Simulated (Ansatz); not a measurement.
Species: C2H6AlCl, charge 0, multiplicity 1. SMILES: [CH3][Al]([CH3])[Cl]
Geometry: optimised at B3LYP-D3(BJ)/def2-TZVP (Ansatz, a quantum-chemistry and plane-wave program).

Property: atomisation energy (electronic, to ground-state atoms), in eV. Valence correlation only, unless marked. UHF or UKS for open shells. Spin-orbit coupling is left out. Non-relativistic. The coupled-cluster limit lacks core correlation, which all-electron functionals hold. CBS(X,Y): correlation extrapolated as X^-3; Hartree-Fock from the larger set. [CCSD(T)-MP2]/basis is that difference in the basis named.

```json
[
 {"level": "HF/6-31G*", "program": "Ansatz", "atomisation energy (eV)": "28.50", "minus last row": "-8.83"},
 {"level": "HF/cc-pV(D+d)Z", "program": "Ansatz", "atomisation energy (eV)": "28.22", "minus last row": "-9.11"},
 {"level": "revPBE/def2-TZVPD", "program": "Ansatz", "atomisation energy (eV)": "36.26", "minus last row": "-1.07"},
 {"level": "CAM-B3LYP/def2-TZVPD", "program": "Ansatz", "atomisation energy (eV)": "37.10", "minus last row": "-0.23"},
 {"level": "B2GP-PLYP/def2-TZVPD", "program": "Ansatz", "atomisation energy (eV)": "36.69", "minus last row": "-0.64"},
 {"level": "RI-MP2/aug-cc-pV(Q+d)Z", "program": "Ansatz", "atomisation energy (eV)": "37.43", "minus last row": "0.10"},
 {"level": "CCSD/cc-pV(D+d)Z", "program": "Ansatz", "atomisation energy (eV)": "34.25", "minus last row": "-3.08"},
 {"level": "CCSD(T) with core electrons (1s frozen past Ne)/cc-pwCVTZ", "program": "Ansatz", "atomisation energy (eV)": "36.55", "minus last row": "-0.78"},
 {"level": "RI-MP2/CBS(cc-pV(T+d)Z,cc-pV(Q+d)Z)+[CCSD(T)-MP2]/cc-pV(T+d)Z", "program": "Ansatz", "atomisation energy (eV)": "37.33", "minus last row": "0.00"},
 {"level": "CCSD(T)/CBS(aug-cc-pV(T+d)Z,aug-cc-pV(Q+d)Z)", "program": "Ansatz", "atomisation energy (eV)": "37.33", "minus last row": "0.00"}
]
```
